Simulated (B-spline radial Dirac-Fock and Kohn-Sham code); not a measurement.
# Satellites and hypersatellites of the K lines of Gd³⁺

System: the Gd³⁺ ion in the configuration [Xe] 4f7.

Model: Dirac-Fock ΔSCF + Breit + QED. Program: a B-spline atomic structure program. Each two-hole energy is an average over J within one jj subconfiguration, not an observable level; in light atoms, where LS coupling holds, the j-resolved values are not observed lines, and for a K spectator the Kα1 hypersatellite is nearly forbidden. The model has no electron correlation.

Lines without a spectator: Kα2 (K-L2) 42305.8 eV, Kα1 (K-L3) 42993.5 eV, Kβ3 (K-M2) 48544.5 eV, Kβ1 (K-M3) 48688.0 eV. Shifts in eV with one spectator hole (a dash: not computed, or left out as unreliable):

```
spectator hole     Kα2     Kα1      Kβ3      Kβ1
        K (1s)  +796.0  +839.6  +1025.1  +1034.9
    L2 (2p1/2)   +95.8  +125.2        –   +250.2
    L3 (2p3/2)   +81.6   +85.8   +203.4        –
    M2 (3p1/2)       –  +17.97    +37.3    +44.4
    M3 (3p3/2)  +11.27       –    +34.5    +34.4
    M4 (3d3/2)   +3.44   +0.10        –        –
    M5 (3d5/2)   -1.10   +2.01        –        –
```
